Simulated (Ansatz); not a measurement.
Cost and result for the atomization energy of CH6BFSn (`B[CH2][SnH2][F]`) (10 atoms, 9 bonds).

```xyz
10

B    -0.7322    0.3629    1.3421
C     0.0516   -0.7640    0.6935
Sn    0.5461    0.2476   -1.1696
F    -0.6221   -0.6126   -2.4352
H    -1.8955    0.5118    1.0967
H    -0.1740    1.1783    2.0219
H     1.0199   -1.0420    1.1108
H    -0.4945   -1.6278    0.3095
H     0.1792    1.9039   -1.2985
H     2.1217   -0.1580   -1.6712
```

The species carries charge 0 and has multiplicity 1. Correlated methods include outer-core shells of Sn, which these sets cover unevenly. Sn takes the def2 core potential. All single points use the PBE0-D4/def2-TZVP geometry. It is one conformer, not always the lowest. Program: Ansatz. All runs use 4 threads of an Intel Xeon 6975P-C on a shared host. Times are those of one run each, without the atoms' runs, and a repeat can differ threefold. Electronic energies, without spin–orbit coupling; frozen cores. CCSD(T)/CBS adds CCSD(T) − MP2 in def2-TZVPP to the MP2 limit, and its time is that of the two runs behind it. T1 = 0.013. With those shells the extrapolation isn't a true limit. B3LYP takes the VWN-RPA correlation (the form of Gaussian; ORCA's B3LYP/G).

CCSD(T)/CBS is a level of theory with its own doubt, some kJ/mol a heavy atom from the limit and from the frozen cores, so smaller differences don't rank the functionals.

| level | functions | wall time |
| --- | --- | --- |
| PBE-D4/def2-TZVPP (with forces) | 227 | 1.2 s |
| PBE0-D4/def2-TZVPP | 227 | 1.4 s |
| B3LYP-D4/def2-TZVPP (with forces) | 227 | 2 s |
| r2SCAN-D4/def2-TZVPP (with forces) | 227 | 2.4 s |
| B2PLYP/def2-TZVPP | 227 | 2.7 s |
| ωB97X-V/def2-TZVPP | 227 | 3.7 s |
| ωB97M-V/def2-TZVPP (with forces) | 227 | 5.5 s |
| MP2/def2-QZVPP | 433 | 9.5 s |
| CCSD(T)/def2-TZVPP | 227 | 37 s |
| CCSD(T)/CBS(def2) | – | 46 s |

Problem. What atomization energy does each give, and how far from CCSD(T)/CBS? (Estimate.)

Solution. Computed: 
```csv
level,atomization (kcal/mol),difference from CCSD(T)/CBS,per bond
PBE-D4/def2-TZVPP (with forces),786.3,3.1,0.3
PBE0-D4/def2-TZVPP,776.5,-6.7,-0.8
B3LYP-D4/def2-TZVPP (with forces),779.1,-4.1,-0.5
r2SCAN-D4/def2-TZVPP (with forces),782.4,-0.8,-0.1
B2PLYP/def2-TZVPP,771.1,-12.1,-1.3
ωB97X-V/def2-TZVPP,784.0,0.8,0.1
ωB97M-V/def2-TZVPP (with forces),781.2,-2.0,-0.2
MP2/def2-QZVPP,779.9,-3.3,-0.4
CCSD(T)/def2-TZVPP,763.8,-19.4,-2.2
CCSD(T)/CBS(def2),783.2,0.0,0.0
```

In def2-TZVPP, CCSD(T) changes the Hartree–Fock value by +178.8 kcal/mol (the triples alone add +9.9 kcal/mol) and MP2 by +183.2 kcal/mol; breaking electron pairs costs correlation energy, which Hartree–Fock lacks. The D4 term adds +7.0 kcal/mol with B3LYP and +3.6 kcal/mol with PBE0; it sums over pairs of atoms, weighted by their polarisabilities, and B3LYP, whose exchange is more repulsive, gets the larger term. From PBE to PBE0 (25 % exact exchange), in def2-TZVPP and without D4, the atomization energy moves by −9.2 kcal/mol: exact exchange takes away binding that semilocal exchange gives to molecules.

Spin–orbit coupling would lower the free Sn atoms strongly, and the atomization energy with them, by more than many differences here. For some Ge, Se and Sn compounds the MP2-based and the directly extrapolated limit differ by 10 to 25 kJ/mol.
